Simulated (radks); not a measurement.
Values are calculated unless marked as measured or tabulated.
Removal energies from the iodine ion I13+, [Kr] 4d4, by Delta-SCF beside the eigenvalue of the level emptied. Level of theory: non-relativistic Kohn-Sham, PBE, spin-polarised, spherical densities, point nucleus (a radial shooting solver on a logarithmic mesh with Libxc functionals). Open shells are filled with parallel spins first.

removed from	final configuration	Delta-SCF (eV)	-eigenvalue (eV)
4d	[Kr] 4d3	310.26	296.51
4p	[Ar] 3d10 4s2 4p5 4d4	381.66	367.78
4s	[Ar] 3d10 4s1 4p6 4d4	426.24	412.07
3d	[Ar] 3d9 4s2 4p6 4d4	919.73	888.04
